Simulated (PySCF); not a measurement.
Si(H)(F)(Me)(OMe) (C₂H₇FOSi), SMILES F[SiH](OC)C.

Coordinates come from a B3LYP-D3(BJ)/def2-SVP optimisation. The structure was generated by enumeration, and PubChem lists no compound with its InChIKey, so it may never have been made. Other conformers were not sampled.

These are PBE/def2-TZVP run with PySCF values and carry that method's errors.

Isolated molecule, no solvent.

The total energy comes out as -544.77462 hartree. The highest occupied level is -6.90 eV and the lowest empty level comes out as 0.32 eV. The orbital gap is 7.21 eV. The dipole moment is 1.23 D. The quadrupole, principal values (traceless, Buckingham form, about the centre of nuclear charge) comes out as -5.82, -1.52, 7.34 D·Å and the mean static polarisability is 54.3 bohr³ (8.05 Å³). The polarisability, principal values is 48.0, 50.9, 64.1 bohr³.
